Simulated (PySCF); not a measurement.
PySCF job for SiFBr, SMILES F[Si]Br (connectivity only; charge and spin as stated), neutral, multiplicity 1, ADC(2)/aug-cc-pVDZ. Geometry: ωB97X-D3(BJ)/def2-TZVP.

```python
import numpy as np
from pyscf import gto, scf, dft, adc

mol = gto.M(
    atom='''
    Si    0.65620262   -1.15782669    0.00000000
    F    -0.74468959   -1.94406852    0.00000000
    Br   -0.07098944    0.96303401    0.00000000
    ''',
    basis='aug-cc-pVDZ',
    charge=0,
    spin=0,
    max_memory=1600,
    verbose=4,
)
mf = scf.RHF(mol)
mf.conv_tol = 1e-10
mf.max_cycle = 100
mf.kernel()
res = {}
for kind, nroots in (('ee', 6), ('ip', 6), ('ea', 2)):
    a = adc.ADC(mf).density_fit('aug-cc-pvdz-ri')
    a.method, a.method_type = 'adc(2)', kind
    e, v, p, x = a.kernel(nroots=nroots)
    res[kind] = (e * 27.211386245988, p)
for kind, (e, p) in res.items():
    print(kind, 'energies / eV', np.round(e, 3), 'strengths', np.round(p, 4))
```

Program output:

```
PySCF version 2.14.0

[INPUT] verbose = 4
[INPUT] num. atoms = 3
[INPUT] num. electrons = 58
[INPUT] charge = 0
[INPUT] spin (= nelec alpha-beta = 2S) = 0
[INPUT] symmetry False subgroup None
[INPUT] Mole.unit = angstrom
[INPUT] Symbol           X                Y                Z      unit          X                Y                Z       unit  Magmom
[INPUT]  1 Si     0.656202620000  -1.157826690000   0.000000000000 AA    1.240043234022  -2.187975343812   0.000000000000 Bohr   0.0
[INPUT]  2 F     -0.744689590000  -1.944068520000   0.000000000000 AA   -1.407259372915  -3.673757070189   0.000000000000 Bohr   0.0
[INPUT]  3 Br    -0.070989440000   0.963034010000   0.000000000000 AA   -0.134150599336   1.819870527542   0.000000000000 Bohr   0.0

nuclear repulsion = 213.015138413944
number of shells = 25
number of NR pGTOs = 171
number of NR cGTOs = 86
basis = aug-cc-pVDZ
ecp = {}


[settings echo left out]
init E= -2959.81303114462
  HOMO = -0.267332489613956  LUMO = -0.0316252660161211  gap/eV = 6.41392
cycle= 1 E= -2960.78724075973  delta_E= -0.974  |g|= 0.489  |ddm|=  1.7
  HOMO = -0.397190405473845  LUMO = -0.0293957004701513  gap/eV = 10.00820
cycle= 2 E= -2960.83027219169  delta_E= -0.043  |g|= 0.315  |ddm|= 0.668
  HOMO = -0.38564392112781  LUMO = -0.00112839859506764  gap/eV = 10.46320
cycle= 3 E= -2960.84821765768  delta_E= -0.0179  |g|= 0.0345  |ddm|= 0.203
  HOMO = -0.379570441925071  LUMO = 0.0076118100352236  gap/eV = 10.53577
cycle= 4 E= -2960.84880082234  delta_E= -0.000583  |g|= 0.0132  |ddm|= 0.0856
  HOMO = -0.380443254991152  LUMO = 0.00678499223665874  gap/eV = 10.53702
cycle= 5 E= -2960.84891011767  delta_E= -0.000109  |g|= 0.00378  |ddm|= 0.0384
  HOMO = -0.380717032995808  LUMO = 0.00665016998981738  gap/eV = 10.54080
cycle= 6 E= -2960.84892432765  delta_E= -1.42e-05  |g|= 0.00112  |ddm|= 0.0168
  HOMO = -0.380637228868934  LUMO = 0.00666639866891572  gap/eV = 10.53907
cycle= 7 E= -2960.84892582548  delta_E= -1.5e-06  |g|= 0.000278  |ddm|= 0.00496
  HOMO = -0.380617909124499  LUMO = 0.00667995585610015  gap/eV = 10.53891
cycle= 8 E= -2960.84892590541  delta_E= -7.99e-08  |g|= 6.04e-05  |ddm|= 0.000897
  HOMO = -0.380606420081893  LUMO = 0.00668331141897038  gap/eV = 10.53869
cycle= 9 E= -2960.84892590849  delta_E= -3.08e-09  |g|= 1.84e-05  |ddm|= 0.00015
  HOMO = -0.380607382633074  LUMO = 0.00668135071085096  gap/eV = 10.53866
cycle= 10 E= -2960.84892590887  delta_E= -3.88e-10  |g|= 5.72e-06  |ddm|= 4.64e-05
  HOMO = -0.380607571845807  LUMO = 0.00668111855878628  gap/eV = 10.53866
cycle= 11 E= -2960.84892590892  delta_E= -4.96e-11  |g|= 1.45e-06  |ddm|= 1.73e-05
  HOMO = -0.380607579561318  LUMO = 0.00668110944078926  gap/eV = 10.53866
Extra cycle  E= -2960.84892590892  delta_E= 2.73e-12  |g|= 7.12e-07  |ddm|= 2.74e-06
converged SCF energy = -2960.84892590892

******** <class 'pyscf.adc.radc.RADC'> ********
******** ADC Orbital Information ********
Number of Frozen Occupied Orbitals: 0
Number of Frozen Virtual Orbitals: 0
Number of Active Occupied Orbitals: 29
Number of Active Virtual Orbitals: 57
*****************************************
******** <class 'pyscf.df.df.DF'> ********
auxbasis = aug-cc-pvdz-ri
Reference correlation energy (doubles): -0.44470325
MP2 correlation energy of reference state (a.u.) = -0.44470325

******** <class 'pyscf.adc.radc_ee.RADCEE'> ********
max_space = 12
max_cycle = 50
conv_tol = 1e-08

*************************************************************
        ADC calculation summary (singlet states only)
*************************************************************
adc(2) root 0  |  Energy (Eh) =   0.1562079852  |  Energy (eV) =   4.25063579  |  Osc. strength = 0.04686622  |  conv = True
adc(2) root 1  |  Energy (Eh) =   0.1925613312  |  Energy (eV) =   5.23986072  |  Osc. strength = 0.00120683  |  conv = True
adc(2) root 2  |  Energy (Eh) =   0.2093975834  |  Energy (eV) =   5.69799847  |  Osc. strength = 0.05059605  |  conv = True
adc(2) root 3  |  Energy (Eh) =   0.2504958006  |  Energy (eV) =   6.81633793  |  Osc. strength = 0.26690235  |  conv = True
adc(2) root 4  |  Energy (Eh) =   0.2606715950  |  Energy (eV) =   7.09323540  |  Osc. strength = 0.48775012  |  conv = True
adc(2) root 5  |  Energy (Eh) =   0.2747997234  |  Energy (eV) =   7.47768135  |  Osc. strength = 0.00156220  |  conv = True

******** <class 'pyscf.adc.radc.RADC'> ********
******** ADC Orbital Information ********
Number of Frozen Occupied Orbitals: 0
Number of Frozen Virtual Orbitals: 0
Number of Active Occupied Orbitals: 29
Number of Active Virtual Orbitals: 57
*****************************************
******** <class 'pyscf.df.df.DF'> ********
auxbasis = aug-cc-pvdz-ri
Reference correlation energy (doubles): -0.44470325
MP2 correlation energy of reference state (a.u.) = -0.44470325

******** <class 'pyscf.adc.radc_ip.RADCIP'> ********
max_space = 12
max_cycle = 50
conv_tol = 1e-08

*************************************************************
        ADC calculation summary (doublet states only)
*************************************************************
adc(2) root 0  |  Energy (Eh) =   0.3616170083  |  Energy (eV) =   9.84010000  |  Spec. factor = 1.83660407  |  conv = True
adc(2) root 1  |  Energy (Eh) =   0.4003267629  |  Energy (eV) =  10.89344608  |  Spec. factor = 1.80412757  |  conv = True
adc(2) root 2  |  Energy (Eh) =   0.4105334914  |  Energy (eV) =  11.17118531  |  Spec. factor = 1.81133821  |  conv = True
adc(2) root 3  |  Energy (Eh) =   0.5128385875  |  Energy (eV) =  13.95504877  |  Spec. factor = 1.75542555  |  conv = True
adc(2) root 4  |  Energy (Eh) =   0.5394655320  |  Energy (eV) =  14.67960483  |  Spec. factor = 1.71048322  |  conv = True
adc(2) root 5  |  Energy (Eh) =   0.5428457764  |  Energy (eV) =  14.77158597  |  Spec. factor = 1.71487450  |  conv = True

******** <class 'pyscf.adc.radc.RADC'> ********
******** ADC Orbital Information ********
Number of Frozen Occupied Orbitals: 0
Number of Frozen Virtual Orbitals: 0
Number of Active Occupied Orbitals: 29
Number of Active Virtual Orbitals: 57
*****************************************
******** <class 'pyscf.df.df.DF'> ********
auxbasis = aug-cc-pvdz-ri
Reference correlation energy (doubles): -0.44470325
MP2 correlation energy of reference state (a.u.) = -0.44470325

******** <class 'pyscf.adc.radc_ea.RADCEA'> ********
max_space = 12
max_cycle = 50
conv_tol = 1e-08

*************************************************************
        ADC calculation summary (doublet states only)
*************************************************************
adc(2) root 0  |  Energy (Eh) =  -0.0267800351  |  Energy (eV) =  -0.72872187  |  Spec. factor = 1.87370611  |  conv = True
adc(2) root 1  |  Energy (Eh) =   0.0347395818  |  Energy (eV) =   0.94531217  |  Spec. factor = 1.94904497  |  conv = True
ee energies / eV [4.251 5.24  5.698 6.816 7.093 7.478] strengths [0.0469 0.0012 0.0506 0.2669 0.4878 0.0016]
ip energies / eV [ 9.84  10.893 11.171 13.955 14.68  14.772] strengths [1.8366 1.8041 1.8113 1.7554 1.7105 1.7149]
ea energies / eV [-0.729  0.945] strengths [1.8737 1.949 ]
```

The calculation finished and met its thresholds.
